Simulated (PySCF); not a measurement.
# How methods differ on the ionisation energy of Ag²⁺

Ag²⁺ [Kr] 4d9 (2D) → Ag³⁺ [Kr] 4d8 (3F), as a difference of total energies. All numbers are calculated (PySCF 2.14, scalar relativity by spin-free X2C-1e, in ANO-RCC-VTZP). Correlated levels: valence and next inner shell: [Ar] 3d10 frozen. The calculations carry no spin-orbit coupling.

| method | ionisation energy (eV) |
| --- | --- |
| UHF | 32.982 |
| MP2 (valence and next inner shell) | 34.784 |
| SCS-MP2 (valence and next inner shell) | 34.557 |
| CCSD (valence and next inner shell) | 34.476 |
| CCSD(T) (valence and next inner shell) | 34.554 |

Q: How much does correlation contribute at CCSD(T) (valence and next inner shell)?

A: 34.554 − (32.982) = 1.572 eV, measured against UHF.

A first-order spin-orbit estimate (lowest level to lowest level, LS coupling) adds -0.145 eV.

Errors of the correlated levels include the incompleteness of this basis and the frozen core.

For comparison: 34.8 ± 0.3 eV (semi-empirical (NIST evaluation); NIST Atomic Spectra Database, ionization energies).
